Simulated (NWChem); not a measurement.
System: SeF2; SMILES F[Se]F

Program: NWChem. Geometry: optimised at PBE0/def2-SVP. Ions are spin-unrestricted doublets at the neutral geometry; other ion states weren't tried.

**Question.** What does the run give for PBE0/def2-SVP? Quantities: vertical ionisation energy, ΔSCF (eV); −ε(HOMO) (eV).

**Answer.** vertical ionisation energy, ΔSCF (eV): 9.95
−ε(HOMO) (eV): 7.03
